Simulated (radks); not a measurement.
Problem. These are the eigenvalues of the occupied orbitals of an atom or ion with whole-number occupations (eV). Calculated with a radial shooting solver on a logarithmic mesh with Libxc functionals: scalar-relativistic Kohn-Sham, BLYP, spin-polarised, spherical densities, point nucleus.

1s: -24170.65
2s: -3528.974
2p: -3164.221
3s: -635.9539
3p: -516.0927
3d: -325.6174
4s: -85.3448
4p: -51.1811
4d: -4.0259

Which element is it, and in what charge state? The configuration may be excited. Open shells, if any, are filled with parallel spins first.

Solution. Z = 46, palladium, charge 0: Pd in [Kr] 4d10. The list shows which subshells hold electrons but not how many an open one holds; the 1s level, -888.25 hartree, gives Z - s = 42.1 by -(Z - s)^2/2, which with screening and relativity narrows Z to a few neighbours, and the depths of the outer levels then fix element, charge and occupations together.
